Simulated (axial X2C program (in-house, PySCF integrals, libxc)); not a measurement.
## Which molecule has these constants?

Calculated with an in-house all-electron X2C program for linear molecules (integrals from PySCF), spin-free (one-electron X2C) or two-component (2c: spin–orbit coupling with atomic mean-field Coulomb and Gaunt terms, which also bring small scalar terms), in Dyall basis sets with cores contracted in-house; open shells are unrestricted.

A two-component PBE0 calculation in a Dyall 3-zeta basis gave Re = 2.813 Å, ωe = 214.6 cm⁻¹, dipole magnitude 4.06 D, Ω = 1.

Question: Which molecule is it?
A. CaPb
B. CaSi
C. CaGe
D. CaSn

Answer: C. The others have CaSn 3.004 Å and 184.3 cm⁻¹ (Ω = 1); CaSi 2.778 Å and 277.0 cm⁻¹ (Ω = 1); CaPb 3.201 Å and 120.5 cm⁻¹ (Ω = 0).

Each entry is the lowest single determinant of a limited PBE0 search at one distance. De goes to single-determinant-based atoms at the same level (for ions the charge split of lowest energy) and is withheld (n/a) where an atom does not fit its ground term or J level. Main or longest-lived isotopes. One determinant is a doubtful description, or other states lie close, for CaGe, CaSn, CaSi, CaPb; these need not be ground states, and all values refer to the states named. Some open-shell Ω = 0 determinants are out of reach, so the Ω given for CaGe, CaSn, CaSi need not be the lowest component. With several unpaired electrons the Ω given is that of one determinant, not necessarily of the lowest component. Some light 2c atoms are not at their ground J level, so De misses part of their lowering (0.04 eV or less). The functionals have no current term, which raises determinants with orbital currents.
